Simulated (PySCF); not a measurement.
Species: `[SiH2]([Si@@H](P)C#CC(C)=O)P`. The columns A, B, C and D hold Mulliken, IAO, Hirshfeld and ESP-fitted charges (e) of one PBE0/pcSseg-1 density (PySCF), in a shuffled order. Coordinates in Å (GFN2-xTB); the density's dipole moment is (1.79, -0.73, 0.68) D.

| atom | x | y | z | A | B | C | D |
| --- | --- | --- | --- | --- | --- | --- | --- |
| C1 | -2.918 | 0.790 | 2.591 | -0.120 | -0.279 | -0.473 | -0.630 |
| C2 | -2.750 | 0.349 | 1.160 | +0.172 | +0.139 | +0.377 | +0.831 |
| O3 | -3.615 | 0.410 | 0.320 | -0.222 | -0.329 | -0.381 | -0.516 |
| C4 | -1.429 | -0.154 | 0.876 | -0.038 | +0.067 | -0.067 | -0.261 |
| C5 | -0.331 | -0.588 | 0.612 | -0.137 | -0.342 | -0.290 | -0.146 |
| Si6 | 1.393 | -1.115 | 0.160 | +0.235 | +0.290 | +0.451 | +0.359 |
| P7 | 2.678 | 0.378 | 1.260 | -0.003 | -0.167 | -0.062 | -0.318 |
| Si8 | 1.611 | -1.101 | -2.175 | +0.191 | +0.171 | +0.275 | +0.053 |
| P9 | 1.449 | 1.035 | -2.843 | -0.014 | -0.225 | -0.092 | -0.385 |
| H10 | -2.697 | -0.042 | 3.257 | +0.059 | +0.149 | +0.171 | +0.171 |
| H11 | -2.210 | 1.587 | 2.808 | +0.059 | +0.150 | +0.171 | +0.187 |
| H12 | -3.933 | 1.141 | 2.757 | +0.055 | +0.140 | +0.168 | +0.165 |
| H13 | 1.590 | -2.411 | 0.827 | -0.064 | -0.001 | -0.079 | -0.043 |
| H14 | 2.539 | 1.367 | 0.298 | -0.010 | +0.073 | +0.003 | +0.141 |
| H15 | 3.859 | -0.077 | 0.698 | -0.008 | +0.059 | -0.004 | +0.111 |
| H16 | 0.637 | -1.981 | -2.833 | -0.071 | -0.020 | -0.090 | -0.032 |
| H17 | 2.944 | -1.537 | -2.618 | -0.075 | -0.022 | -0.091 | +0.002 |
| H18 | 0.158 | 1.207 | -2.375 | -0.007 | +0.076 | +0.004 | +0.142 |
| H19 | 1.016 | 0.751 | -4.123 | -0.002 | +0.073 | +0.008 | +0.170 |

Task: Which column most likely holds the ESP-fitted charges?

Result: D. Σ q r misses the density's dipole by 0.10 D (D), 0.98 D (A), 1.63 D (B), 2.13 D (C). Charges fitted to the outside potential are the only set here that is tied to the molecule's multipoles.

Task: And the Hirshfeld charges?

Result: A. The mean sizes are 0.081 e (A), 0.146 e (B), 0.171 e (C), 0.245 e (D), and Hirshfeld charges are commonly the smallest of these schemes.

As computed, A = Hirshfeld, B = Mulliken, C = IAO, D = ESP-fitted. Hydrogens on carbon: Hirshfeld +0.05 to +0.06, Mulliken +0.14 to +0.15, IAO +0.17 to +0.17, ESP-fitted +0.16 to +0.19 e.

The IAO scheme projects the occupied orbitals on a minimal set of polarised atomic orbitals and counts the electrons in each atom's part of it. The Hirshfeld scheme divides the density at each point in proportion to the densities of the neutral, spherically averaged free atoms.

The structure is a single GFN2-xTB conformer in the gas phase; no vibrational or solvent corrections.

Shape of the structure used: `[CH3:1][C:2](=[O:3])[C:4]#[C:5][Si@H:6]([PH2:7])[SiH2:8][PH2:9]`: C5–Si6–Si8–P9 66°, H–P7–Si6–C5 -82°, H–P7–Si6–C5 -174°, H–P9–Si8–Si6 -62°, H–P9–Si8–Si6 -155°.
